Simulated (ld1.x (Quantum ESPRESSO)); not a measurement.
# What one change does to a pseudopotential (nickel, RRKJ)

| Quantity | Value |
| --- | --- |
| Element | nickel |
| Generator | ld1.x (Quantum ESPRESSO) 7.5 |
| Type | norm-conserving RRKJ (Kleinman–Bylander form) |
| Functional | PBE |
| Relativity | fully relativistic |
| Frozen core | [Ne] |
| Valence charge | 18 |
| Reference configuration | 3s2 3p6 3d8 4s2 4p0 |
| Partial waves | 3s (bound): rc 0.80 bohr; 3p (bound): rc 1.10 bohr; 3d (bound): rc 0.95 bohr |
| Local potential | all-electron potential smoothed inside 0.85 bohr (lloc = -1) |
| Core correction | none |
| rho0 | 0.02 |

Open shells are filled in proportion to 2j + 1 (rel_dist='average').

Occupied shells without a wave of their own: 4s. They enter only through the test configuration that unscreens the potential.

All-electron outer shells of the reference configuration (PBE, scalar-relativistic, ld1.x):

```csv
shell,level (eV),outermost node (bohr),outermost maximum (bohr)
2s,-981.83,0.07,0.21
2p,-844.68,–,0.16
3s,-111.06,0.30,0.64
3p,-71.39,0.27,0.65
3d,-8.87,–,0.63
4s,-5.64,0.92,2.24
4p,-1.22,1.00,3.17
```

Change: core correction a·sin(br)/r model core inside 0.40 bohr (4s counted twice).

Cutoffs: the cutoffs (Ry, on a coarse ladder) from which the occupation-weighted sum of valence levels, in a spherical-Bessel basis at the reference potential, stays within 10 and 1 mRy of its value at 400 Ry; they do not see the model core or the augmentation charge, which bear on the density cutoff. Errors are all-electron minus pseudo energies relative to the spin-unpolarised reference configuration.

What does the change do?

Of the 7 tests that both files solve, the error grows in 7 and shrinks in 0 by more than 15 % and 0.3 meV (median size 105.9 → 237.7 meV); neither file shows a bound ghost. In the changed file ld1.x takes every shell without a wave as core, so the model core holds the 4s electrons as well and exchange and correlation see them twice. This cancels in the reference configuration, but the file is broken for other ones, and its errors say nothing about a proper core correction. A model core, the more so a compact one, raises the density cutoff, which this test does not measure.

```tsv
quantity	base	changed
bound ghosts	none	none
error for 3s2 3p6 3d8 4s1 4p0, meV [ΔE 9.32 eV]	-57	-195
error for 3s2 3p6 3d8 4s0 4p0, meV [ΔE 26.67 eV]	-144	-743
error for 3s2 3p6 3d7 4s0 4p0, meV [ΔE 64.14 eV]	-224	-1106
error for 3s2 3p6 3d7 4s2 4p0, meV [ΔE 16.12 eV]	+3.9	-35
error for 3s2 3p6 3d8 4s0 4p1, meV [ΔE 15.01 eV]	-106	-238
error for 3s2 3p6 3d6 4s0 4p0, meV [ΔE 121.70 eV]	-299	-1425
error for 3s2 3p6 3d8 4s0 4p2, meV [ΔE 9.50 eV]	-83	-167
s: phases at 1.21 bohr within 0.05 rad from the reference energy up to (Ry; the scan ends near 5)	to the end of the scan	to the end of the scan
p1/2: phases at 1.21 bohr within 0.05 rad from the reference energy up to (Ry; the scan ends near 5)	to the end of the scan	to the end of the scan
p3/2: phases at 1.21 bohr within 0.05 rad from the reference energy up to (Ry; the scan ends near 5)	to the end of the scan	to the end of the scan
d3/2: phases at 1.21 bohr within 0.05 rad from the reference energy up to (Ry; the scan ends near 5)	to the end of the scan	to the end of the scan
d5/2: phases at 1.21 bohr within 0.05 rad from the reference energy up to (Ry; the scan ends near 5)	to the end of the scan	to the end of the scan
```

Base: The 4s level has no wave, so the channel is fitted at the deeper level alone: the likely source of the large errors.
